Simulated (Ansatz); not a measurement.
A set of 12 reactions (ligand exchange), with CCSD(T)/CBS values in kJ/mol:

```json
{"reaction": "`[OH][Ga]([Br])[O][SiH3]` + HBr → `[OH][Ga]([Br])[Br]` + `O[SiH3]`", "ΔE": "-52.5"}
{"reaction": "`[CH3][Cd][CH3]` + H₂S → `[CH3][Cd][SH]` + CH₄", "ΔE": "-125.8"}
{"reaction": "`[NH2][GaH][OH]` + H₂Se → `[OH][GaH][SeH]` + NH₃", "ΔE": "-64.7"}
{"reaction": "`B[N](C)[GeH3]` + `NC1=C[SiH2]1` → `[GeH3][NH]C1=C[SiH2]1` + `BNC`", "ΔE": "-12.3"}
{"reaction": "`FCO[SiH2]F` + `[AlH2][SH]` → `F[SiH2][S][AlH2]` + `OCF`", "ΔE": "31.8"}
{"reaction": "`O[SiH2][Al]([OH])[OH]` + HBr → `[OH][Al]([OH])[Br]` + `O[SiH3]`", "ΔE": "-165.0"}
{"reaction": "`C[Te]BF` + `O[AsH2]` → `C[Te][AsH]O` + `BF`", "ΔE": "-11.9"}
{"reaction": "`C[SiH2]B(F)S` + NH₃ → `NB(F)S` + `C[SiH3]`", "ΔE": "-125.3"}
{"reaction": "`CB(O)O` + `OCF` → `CB(O)OCF` + H₂O", "ΔE": "-8.6"}
{"reaction": "`[SiH3][GeH2][SH]` + CH₃NH₂ → `C[NH][GeH2][SiH3]` + H₂S", "ΔE": "48.0"}
{"reaction": "`[NH2][AlH][SiH](F)[SiH3]` + CH₃OH → `C[O][AlH][NH2]` + `F[SiH2][SiH3]`", "ΔE": "-130.1"}
{"reaction": "`CO[SiH](O)Br` + `C=N` → `C=N[SiH](O)Br` + CH₃OH", "ΔE": "66.7"}
```

Calculated with Ansatz (gas phase, PBE0-D4/def2-TZVP geometries, no zero-point term in ΔE). CCSD(T)/CBS is the MP2 limit (def2-TZVPP, def2-QZVPP) plus CCSD(T) − MP2 in def2-TZVPP, frozen cores. This one scheme is used for every species. Functionals use def2-TZVPP. B3LYP here is the variant with VWN-RPA as its local correlation; programs differ in this. def2 core potentials past Kr. For As, Br, Cd, Ga, Ge, Se, Te outer-core shells are correlated without core-valence functions, which leaves a few kJ/mol of doubt a bond. Scalar relativity is left out up to krypton. One conformer a species, not always the lowest.

(1) Give the mean, mean absolute and largest difference (level minus CCSD(T)/CBS, kJ/mol) for: r2SCAN-D4, PBE0-D4, ωB97X-V, B2PLYP, PBE, r2SCAN, PBE0, B3LYP, HF/def2-TZVPP, HF/def2-QZVPP, MP2/def2-QZVPP, HF/CBS(def2), MP2/CBS(def2), CCSD/CBS(def2). (Estimate.)

The largest T1 diagnostic in the set is 0.014, for `[NH2][GaH][OH]` (customary mark 0.02).

CCSD(T)/CBS is a level of theory with its own doubt, and the functionals carry their triple-zeta basis error, so these figures describe this set and don't rank the functionals.

Results:

(1) Ansatz gave: 
```tsv
level	mean	mean absolute	largest
r2SCAN-D4	-0.4	3.0	-5.5
PBE0-D4	0.7	6.6	17.3
ωB97X-V	0.9	1.8	4.7
B2PLYP	-0.6	3.2	-9.5
PBE	3.2	9.3	22.1
r2SCAN	-0.4	3.3	5.9
PBE0	1.0	7.2	15.3
B3LYP	0.0	4.5	-10.5
HF/def2-TZVPP	-5.7	11.9	-28.2
HF/def2-QZVPP	-5.5	11.8	-28.0
MP2/def2-QZVPP	-2.6	3.2	-11.1
HF/CBS(def2)	-5.4	11.8	-28.0
MP2/CBS(def2)	-3.4	3.8	-11.7
CCSD/CBS(def2)	-0.5	1.7	-4.3
```
